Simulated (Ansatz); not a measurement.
**Energy profile**

The step: GeNH₅ ([NH3][GeH2]) → GeNH₃ ([NH2][GeH]) + H₂; bonds formed: H2–H4; dative contacts that become bonds: Ge1–N3; bonds broken: Ge1–H4, H2–N3 (atoms numbered as in the saddle structure below).

```tsv
atom	x (Å)	y (Å)	z (Å)
Ge1	0.0929	-0.9520	0.9108
H2	-0.8559	0.4335	0.1176
N3	0.1507	-0.0029	-0.8547
H4	-1.2599	0.3113	0.9722
H5	1.0154	0.1704	1.5626
H6	0.9379	0.5981	-1.0437
H7	-0.0810	-0.5583	-1.6646
```

Electronic energies by CCSD(T) at an estimated basis limit (MP2 extrapolated from triple and quadruple zeta, plus CCSD(T) − MP2 in triple zeta), on PBE0-D4/def2-TZVP structures; GeNH$_{5}$, singlet; no counterpoise correction. Program: Ansatz 0.2.0. Basis: def2-TZVPP and def2-QZVPP. Cores are frozen in the correlated methods. Filled d shells of the heavier atoms are correlated. The def2 sets are not built for correlating such inner shells, so the correlated values are less sure here. Extrapolation: Hartree–Fock as exp(−7.88 √X), correlation as X^−2.97.

Question: Give the profile in kcal/mol, counted from the start structure. (An estimate is asked for; the value comes from the calculation.)

Answer: Computed:
```json
{"point": "start structure", "kcal/mol": "0.00"}
{"point": "saddle", "kcal/mol": "36.97"}
{"point": "end structure", "kcal/mol": "8.64"}
{"point": "separated: GeNH$_{3}$ (linked as [NH2][GeH]; Ge1, N3, H5, H6, H7; singlet) + H$_{2}$ (H2, H4; singlet)", "kcal/mol": "9.28"}
```

No T1 diagnostic of these runs exceeds 0.015.

For scale, one of the runs: CCSD(T)/def2-TZVPP, 149 basis functions, launched by `ansatz run in.yaml --threads 2 --pin off --events-out ev --progress --plain --max-ram 4352MiB`. Time: 21 s of wall clock on 2 CPU threads of an Arm Neoverse V1; the host was shared. Peak host memory: 0.95 GiB.
